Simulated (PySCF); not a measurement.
Harmonic spectrum computed at PBE0 in the def2-TZVP basis family (core potentials from Rb on, PySCF, no spin–orbit coupling):

| ω (cm⁻¹) | IR (km/mol) |
| --- | --- |
| 168 | 16.7 |
| 171 | 3.2 |
| 586 | 45.7 |
| 776 | 69.8 |
| 925 | 48.3 |
| 3853 | 81.8 |

Q: Which molecule gave it? In each, all ligands are bound to the one heavy central atom.
A. IO(OH) (singlet)
B. InO(OH) (singlet)
C. SnO(OH) (doublet)
D. WO(OH) (quartet)
E. TlO(OH) (singlet)

A: E. It has Cs symmetry with O–H 0.963 Å, Tl–O 1.858 Å, Tl–O 1.992 Å.
